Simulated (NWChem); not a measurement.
Species: HTeOF; SMILES O[Te]F

```xyz
4

Te     0.3341     0.0097    -0.0042
F     -0.8734    -1.5099    -0.0082
O     -1.0230     1.4353    -0.0679
H     -1.3296     1.6012     0.8340
```
Atoms are numbered in this order, from 1.

Results from NWChem. Medium grid unless said otherwise, to which SCAN and Minnesota functionals are sensitive. Structure relaxed at the PBE0/def2-SVP level. def2 effective core potentials on Te; no spin-orbit coupling. Hybrids' shares of exact exchange are those that their runs print; pure functionals count as 0. The functionals differ in more than this share.

```
row                 share of exact exchange  orbital gap (eV)
------------------  -----------------------  ----------------
PBE/def2-SVP                           0.00              2.27
BLYP/def2-SVP                          0.00              2.23
B3LYP/def2-SVP                         0.20              3.89
PBE0/def2-SVP                          0.25              4.35
r2SCAN0/def2-SVP                       0.25              4.60
BHandHLYP/def2-SVP                     0.50          withheld
M05-2X/def2-SVP                        0.56              6.86
```

**Question.** Fit a straight line of the last column on the one before it, predict the withheld value, and compare with the run.

**Answer.** 
1. Means of the 6 shown rows: x = 0.210, y = 4.033. Slope Σ(x − x̄)(y − ȳ)/Σ(x − x̄)² = 1.775/0.2140 = 8.295; intercept 2.291.
2. The shown rows scatter about the line by 0.107 (root mean square); the largest residual is +0.24, at r2SCAN0/def2-SVP.
3. At x = 0.50 (BHandHLYP/def2-SVP; inside the shown range) the line gives 6.44.
4. The run gives 6.36, -0.08 from the line, 0.7 times the scatter.
